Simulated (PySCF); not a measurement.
PySCF 2.14 output of a UHF calculation on a single atom or ion in aug-cc-pVQZ-PP with one added diffuse shell each of s, p, d, f, g type with ECP60MDF (8s8p6d4f3g, 117 functions), with a scalar-relativistic core potential:

```
SCF conv_tol = 1e-09
number electrons alpha = 13  beta = 10
cycle= 1 E= -213.254302161403  delta_E= -0.00245  |g|= 0.0136  |ddm|= 0.0627
cycle= 2 E= -213.254534622791  delta_E= -0.000232  |g|= 0.00566  |ddm|= 0.0188
cycle= 3 E= -213.254592216139  delta_E= -5.76e-05  |g|= 0.00124  |ddm|= 0.0153
cycle= 4 E= -213.254595755659  delta_E= -3.54e-06  |g|= 0.000481  |ddm|= 0.00604
cycle= 5 E= -213.254596266413  delta_E= -5.11e-07  |g|= 0.000173  |ddm|= 0.00261
cycle= 6 E= -213.254596371908  delta_E= -1.05e-07  |g|= 4.86e-05  |ddm|= 0.00138
cycle= 7 E= -213.254596381217  delta_E= -9.31e-09  |g|= 8.2e-06  |ddm|= 0.000474
cycle= 8 E= -213.254596381401  delta_E= -1.83e-10  |g|= 1.31e-06  |ddm|= 6.15e-05
converged SCF energy = -213.254596381401  <S^2> = 3.8028493  2S+1 = 4.026338
```

The run itself started from symmetry-adapted Hartree-Fock orbitals and held the occupation by maximum overlap, so the iterations belong to that start.

Question: Which element, charge and spin multiplicity is this?

Answer: Bi (bismuth, neutral), multiplicity 4; the state was [Xe] 4f14 5d10 6s1 6p4, high-spin 4P determinant (an excited configuration).

Energies and moments cover only the electrons outside the core potential. Spin-orbit coupling is strong in this species (close to jj coupling), so the high-spin LS determinant is a model state, not a physical level.
